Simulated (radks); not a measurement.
Results of a calculation; reference values are marked as such.
Question: These are the eigenvalues of the occupied orbitals of an atom or ion with whole-number occupations (eV). Code: a radial shooting solver on a logarithmic mesh with Libxc functionals. Model: Dirac Kohn-Sham, PBE, spin-unpolarised, spherical densities, point nucleus.

1s1/2: -71528.96
2s1/2: -16831.67
2p1/2: -16481.03
2p3/2: -15207.58

Which element is it, and in what charge state? The configuration may be excited. Open shells, if any, are shared by 2j + 1.

Answer: Z = 72, hafnium, charge +64: Hf64+ in [He] 2s2 2p4. The list shows which subshells hold electrons but not how many an open one holds; the 1s level, -2628.6 hartree, gives Z - s = 72.5 by -(Z - s)^2/2, which with screening and relativity narrows Z to a few neighbours, and the depths of the outer levels then fix element, charge and occupations together.
